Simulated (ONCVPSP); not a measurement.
Cutoff test, holmium (Ho), ONCV

ONCVPSP 4.0.1 input, shortened (lines: element, Z, core and valence counts, functional; n l f; lmax; l rc ep ncon nbas qcut; lloc lpopt rc5 dvloc0; l nproj debl; icmod fcfact rcfact), PW91, non-relativistic:

```
  Ho 67.00   12    2  -109134      upf
    1    0    2.00
    2    0    2.00
    2    1    6.00
    3    0    2.00
    3    1    6.00
    3    2   10.00
    4    0    2.00
    4    1    6.00
    4    2   10.00
    4    3   10.00
    5    0    2.00
    5    1    6.00
    5    2    1.00
    6    0    1.50
    3
    0    3.60    0.00    4    8    2.00
    1    3.85    0.42    4    7    2.40
    2    2.40    0.00    4    7    4.40
    3    2.95    0.40    4    8    3.40
    4    5    2.30   -1.00
    0    2    0.40
    1    3    1.70
    2    2    3.60
    3    3    1.40
    3    5.50    1.05
```

In the p channel the program set the typed energies aside and used 0.050, 1.750, 3.450 Ha.

**Question.** For each optimised wave give the share of its norm inside rc, the residual kinetic energy above qcut (Ha) and the cutoffs (Ha) for errors of 10, 1, 0.1 and 0.01 mHa per electron.

**Answer.**

```tsv
wave	norm inside rc	residual KE	10 mHa	1 mHa	0.1 mHa	0.01 mHa
6s	0.448	3.4e-04	1.0	1.7	4.1	12.2
s projector 2	0.247	9.6e-04	1.4	2.0	4.4	15.4
p projector 1	0.172	1.7e-05	0.5	1.7	2.5	3.5
p projector 2	0.218	6.2e-02	4.6	10.8	13.3	14.9
p projector 3	0.184	3.2e-01	7.3	11.9	18.1	22.3
5d	0.538	3.6e-04	6.5	8.8	15.8	28.7
d projector 2	0.166	6.9e-03	9.3	16.3	33.6	40.0
f projector 1	0.298	9.5e-04	3.4	5.7	21.0	30.3
f projector 2	0.221	2.8e-02	7.2	22.8	37.5	43.5
f projector 3	0.226	2.1e-01	10.1	13.6	34.8	48.8
```

The occupied waves need 8.8 Ha and 16 Ha for 1 and 0.1 mHa. The cutoffs count occupied waves only; projector 2 of the f channel, the hardest unoccupied one, needs 23 Ha at the loose tolerance. Note: ghosts flagged at negative energy: s at -36.5 eV; GHOST(+) flagged for p at 81.0 eV, f at 343.2 eV. A true bound ghost makes a file unfit for plane-wave use.
